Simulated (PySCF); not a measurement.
**Two-component Hartree-Fock for Br+ (bromine, charge +1)**

Start: [Ar] 3d10 4s2 4p4; 4p1/2 filled at m_j = -1/2, +1/2; 4p3/2 filled at m_j = +1/2, +3/2. Calculated with PySCF 2.14 in x2c-SVPall-2c (5s6p3d, 38 functions): generalised Hartree-Fock with the X2C-1e Hamiltonian and a Gaussian nucleus; one run each with spin-orbit coupling (SO) switched off, then screened by Boettger's factors.

```
spinor shell  electrons  ε, spin-free (eV)  ε, screened SO (eV)  weight of nominal j (screened SO)  rms radius, screened SO (bohr)
       1s1/2          2           -13563.9             -13563.6                              1.000                          0.0493
       2s1/2          2            -1836.2              -1836.0                              1.000                           0.205
       2p1/2          2            -1616.1              -1648.8                              1.000                           0.180
       2p3/2          4            -1616.1              -1600.3                              1.000                           0.184
       3s1/2          2            -288.64              -288.56                              1.000                           0.588
       3p1/2          2            -216.61              -221.67                              0.999                           0.601
       3p3/2          4            -216.61              -214.06                              0.999                           0.611
       3d3/2          4            -97.151              -97.818                              0.981                           0.650
       3d5/2          6            -97.151              -96.585                              0.987                           0.652
       4s1/2          2            -37.603              -37.571                              1.000                            1.78
       4p3/2          2            -22.924              -23.569                              0.812                            2.13
       4p1/2          2            -22.924              -22.326                              0.715                            2.14
```

```tsv
quantity	spin-free	screened SO
E (hartree)	-2603.53053	-2603.65551
M_J	2	2
⟨J²⟩	6.007	6.011
⟨L²⟩	2.005	2.111
⟨S²⟩	2.002	1.954
```

Each row is a mean over spinors that exchange with the open shell spreads, by up to 5.901 eV (4s1/2).

Rows whose weight is well below 1 are mixtures of j = l ± 1/2: exchange outweighs spin-orbit coupling there, and the label is only the starting occupation.

Without spin-orbit coupling the j labels of p, d and f shells carry no meaning; the spin-free column gives the mean over the occupied spinors of each nl shell.
